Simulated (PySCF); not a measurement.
NMR data simulated for an unnamed compound:

$^{1}$H NMR (500 MHz, computed): δ 7.64 (m, 2H), 3.84 (m, 2H).

$^{13}$C{$^{1}$H} NMR (computed): δ 173.1 (CH), 136.4 (C), 115.8 (C), 45.8 (CH).

Computed data (PySCF 2.14.0 with density-fitted response routines): spin–spin couplings from B3LYP/pcJ-1 (without the spin–dipole term), NMR shieldings at HF/pcSseg-1/GIAO, geometry from PBE0-D3(BJ)/def2-SVP. Single conformer, no relativistic terms, in vacuum, averaged over atoms made equivalent by symmetry, fast rotation or ring inversion.

Scale: $^{1}$H and $^{13}$C against TMS (reference shieldings calculated alike).

Question: Which of these does the molecule contain: a Si–CH3 group, a (CH3)2CH unit, an ester, a nitrile, a non-aromatic C=C double bond?

Answer: 
- A Si–CH3 group: no.
- A (CH3)2CH unit: no.
- An ester: no.
- A nitrile: yes (δC 115.8).
- A non-aromatic C=C double bond: yes.

The data belong to `N#CC1=C[C@@H]2C(C#N)=C[C@H]12`, C₈H₄N₂; they needn't prove each group on their own.

Carbon signals by region: 1 in the far downfield region (above 160 ppm), 2 in the sp2 and nitrile region (100–160 ppm), 1 below 50 ppm. Above 160 ppm: 173.1, alkene CH.

Multiplet labels drop couplings under 1 Hz and merge nearly equal ones. Couplings among chemically equivalent protons are left out too, so labels in AA′BB′ or AA′XX′ sets are apparent multiplicities. Unscaled 3J(H,H) at this level run about 10 % above measured values. Shifts are as computed. Against solution values, carbons near 30 ppm lie about -0 ppm off and those near 130 ppm about +7 ppm. Of 1211 compounds with measured shifts, 218 miss one by over three times the rms of a fit or turn the order of signals round; such compounds aren't used in these exercises.
